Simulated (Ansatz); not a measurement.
Basis sets compared for Ga7P6H20⁻, a cluster cut from zinc blende GaP (hydrogen-capped). Charge -1, multiplicity 1. Geometry PBE-D4/def2-SVP. Ansatz on 2 threads of AMD EPYC 7R13 on a shared host and a share (18 GiB) of an NVIDIA H100 80GB HBM3; times are rough, and most runs start from earlier orbitals.

```xyz
33

Ga    1.832   -1.381    2.991
Ga   -3.858    1.145   -1.704
Ga   -0.609   -2.383   -0.315
Ga   -1.175    0.820    1.697
Ga    2.475    2.197    1.146
Ga    0.469    0.886   -1.982
Ga    3.468   -1.315   -0.671
P    -3.326    0.504    0.558
P    -0.310   -1.364    1.842
P     3.077   -0.118    1.373
P    -1.810    0.565   -2.834
P     1.184   -1.304   -1.499
P     0.268    1.897    0.154
H     2.346   -2.884    3.044
H     1.639   -0.552    4.337
H    -3.904    2.733   -1.697
H    -5.064    0.280   -2.258
H    -0.422   -3.957   -0.260
H    -1.982   -1.803   -0.918
H    -1.488    1.657    3.003
H     2.257    2.866    2.572
H     3.383    2.911    0.053
H     1.221    1.765   -3.061
H     3.871   -2.823   -0.369
H     4.331   -0.443   -1.687
H    -3.780   -0.832    0.779
H    -4.312    1.176    1.355
H    -1.260   -2.008    2.703
H     4.385   -0.037    1.959
H    -1.931   -0.759   -3.359
H    -1.883    1.273   -4.080
H     1.199   -1.909   -2.800
H    -0.290    3.197   -0.072
```

The 6-31G sets use Cartesian d functions. B3LYP takes the VWN-RPA correlation. Single mean-field runs in def2-SVP, def2-TZVP are fitted with def2-universal-jkfit.

| level | functions | energy (Eh) | HOMO (eV) | LUMO (eV) | wall time |
| --- | --- | --- | --- | --- | --- |
| HF/STO-3G | 200 | -15339.7633 | -2.10 | 10.28 | 4.9 s |
| HF/6-31G | 321 | -15516.4731 | -6.51 | 4.58 | 8.5 s |
| PBE-D4/def2-SVP | 432 | -15529.1411 | -3.00 | 1.21 | 7 s |
| B3LYP-D4/6-31G | 321 | -15532.3799 | -3.85 | 1.88 | 10 s |
| PBE0-D4/def2-SVP | 432 | -15529.6394 | -4.08 | 1.94 | 8 s |

(1) Estimate the rows for PBE-D4/def2-TZVP (with forces), B3LYP-D4/def2-TZVP (with forces), PBE0-D4/def2-TZVP.

## Answers

(1) 
| level | functions | energy (Eh) | HOMO (eV) | LUMO (eV) | wall time |
| --- | --- | --- | --- | --- | --- |
| PBE-D4/def2-TZVP (with forces) | 678 | -15531.5800 | -3.09 | 0.97 | 12 s |
| B3LYP-D4/def2-TZVP (with forces) | 678 | -15535.1218 | -3.94 | 1.59 | 16 s |
| PBE0-D4/def2-TZVP | 678 | -15532.0587 | -4.14 | 1.72 | 12 s |
